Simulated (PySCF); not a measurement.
Shieldings and the share of exact exchange

Molecule: SMILES C#C[SiH2]N([SiH3])[SiH3], C$_{2}$H$_{9}$NSi$_{3}$.

Atom-mapped SMILES (the numbers label the heavy atoms): `[CH:1]#[C:2][SiH2:3][N:4]([SiH3:5])[SiH3:6]`. Each H is labelled by its parent atom.

GIAO shieldings (ppm, equivalent atoms averaged) in PySCF 2.14 on the PBE0-D3(BJ)/def2-SVP geometry, basis pcSseg-1, gas phase, non-relativistic:

```tsv
functional	exact exchange (%)	σ(Si5/Si6)	σ(Si3)	σ(N4)
BLYP	0	372.4	378.9	253.9
BP86	0	377.4	384.4	259.2
PBE	0	378.5	384.7	260.2
PBE0	25	394.3	400.0	268.1
mPW1PW91	25	392.9	399.2	267.3
BHandHLYP	50	404.1	409.4	269.0
HF	100	438.7	443.5	279.6
```

Task: Fit each shielding as a line in the percentage of exact exchange.

Result: σ(Si5/Si6) = 376.5 + 0.62 x (rms 2.4 ppm); σ(Si3) = 383.0 + 0.60 x (rms 2.4 ppm); σ(N4) = 259.2 + 0.22 x (rms 2.7 ppm). The functionals also differ in their semilocal parts, which the line can't hold; Hartree–Fock has no correlation at all.

Task: What does the line predict for B3LYP (20 %), and what does the run give?

Result: σ(Si5/Si6): 388.9 predicted, 384.8 computed; σ(Si3): 395.0 predicted, 390.8 computed; σ(N4): 263.6 predicted, 261.0 computed ppm.
